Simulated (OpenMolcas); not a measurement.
# Tl+: effect of correlating more closed shells

```yaml
Program: OpenMolcas
Basis: ANO-RCC-VQZP [9s8p6d4f3g]
Scalar_Hamiltonian: DKH2, point nucleus
Active_space: 2 electrons in 4 orbitals (6s 6p)
State_averaging: 2S+1 = 3 even, 3 roots; 2S+1 = 1 even, 7 roots; 2S+1 = 3 odd, 3 roots; 2S+1 = 1 odd, 3 roots
Spin-orbit_coupling: state interaction with AMFI integrals over the reference wave functions, term energies averaged over their components
```

Methods on the same reference wave functions:
A. CASSCF
B. MS-CASPT2, IPEA 0.25 Eh, imaginary shift 0.1 Eh (closed shells correlated: 5d)
C. MS-CASPT2, IPEA 0.25 Eh, imaginary shift 0.1 Eh (closed shells correlated: 4f 5s 5p 5d)

Energies in cm⁻¹ above 6s² ¹S₀, the measured ground level; measured values from NIST Handbook of Basic Atomic Spectroscopic Data.

```csv
Level,A,B,C,Measured
6s² ¹S₀,0.0,0.0,0.0,0.0
6s 6p ³P°₀,42613,50220,51010,49451
6s 6p ³P°₁,45561,53000,53770,52394
6s 6p ³P°₂,52846,60460,61240,61728
6s 6p ¹P°₁,74722,74560,74940,75663
6p² ³P₀,112260,119830,121420,
6p² ³P₁,117886,126290,127920,
6p² ¹S₀,147211,147920,149260,
```

Deviations, from unrounded energies. A percentage is the sum of absolute deviations over the sum of measured energies, with the sign that they share, or ± where signs differ.

| Against measurement | Levels | A | B | C |
| --- | --- | --- | --- | --- |
| mean absolute deviation (cm-1) | 4 | 5900 | 940 | 1000 |
| other configurations (%) | 4 | -9.8 | ±1.6 | ±1.7 |

B lies closest to measurement on these levels and A furthest from it. The largest miss of B in the table is 6s 6p ³P°₂, by -1300 cm-1. The ranking rests on the paired levels alone, and a cruder setting can come out closer through cancelling errors.

Between B and C the level of the table that moves most is 6p² ³P₁, by 1600 cm-1 (lowest in B, highest in C). Moves below CASPT2's spread within the term are not significant.

The lowest spin-free term lies below A's lowest term by 0.423 hartree in B, 0.957 hartree in C.

What an inner shell adds also hangs on whether the basis holds functions to correlate it.

Over all roots computed the reference weight is 0.86 to 0.93 in B, 0.83 to 0.89 in C; the roots of lowest weight are the least certain, and an intruder state may touch them. The ¹D term of p² mixes with s d, which this space lacks. Spin-orbit splittings of 6p shells tend to come out small when the coupling is added on scalar orbitals. Measured partners are found by configuration, term and J. A level has none where our copy of the source lacks it or the pairing is in doubt (some pairs that miss far off the trend of their configuration count as doubtful), and it then counts in no deviation. Only configurations of the active space appear. Levels that lie high or do not pair safely by name in every column are left out.

° marks odd parity.
